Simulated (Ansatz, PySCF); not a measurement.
This PySCF input computes a PBE0/def2-TZVPD energy:

```python
from pyscf import gto, scf, dft

mol = gto.M(
    atom='''
    Sn   -0.00000000   -0.00000000   -0.28454779
    O     0.00000000    0.00000000    1.77842369
    ''',
    basis='def2-tzvpd',
    ecp='def2-tzvp',
    charge=0,
    spin=2,
    symmetry='C2v',
    verbose=4,
)

mf = dft.UKS(mol, xc='pbe0').density_fit(auxbasis='def2-universal-jkfit')
mf.grids.level = 3
mf.conv_tol = 1e-9
mf.max_cycle = 100
mf.max_memory = 1500
mf.kernel()
if not mf.converged:
    mf = mf.newton()
    mf.kernel(mf.make_rdm1())
mf.analyze()
```

Problem. Write an input for the same energy in Ansatz (a program for electronic structure) and say what it gives.

Solution. 
Ansatz 0.2 input:
```yaml
crystal:
  periodic: [false, false, false]
  atoms:
    - {symbol: Sn, position_ang: [-0.00000000, -0.00000000, -0.28454779]}
    - {symbol: O, position_ang: [0.00000000, 0.00000000, 1.77842369]}
basis:
  gaussian:
    orbitals: def2-TZVPD
hamiltonian:
  xc: {name: PBE0}
magnetization: {spin_polarized: true, initial_magnetization: 2}
output: {forces: true}
```
It gives -289.39185 Eh, and PySCF -289.38394 Eh, a difference of 7.91 mEh. That is more than fitting and grids explain: the two runs ended on different electronic states or use different definitions.

This is an excited triplet: at this geometry the singlet lies 2.07 eV lower at CCSD(T)/CBS(def2-TZVPPD,def2-QZVPPD).
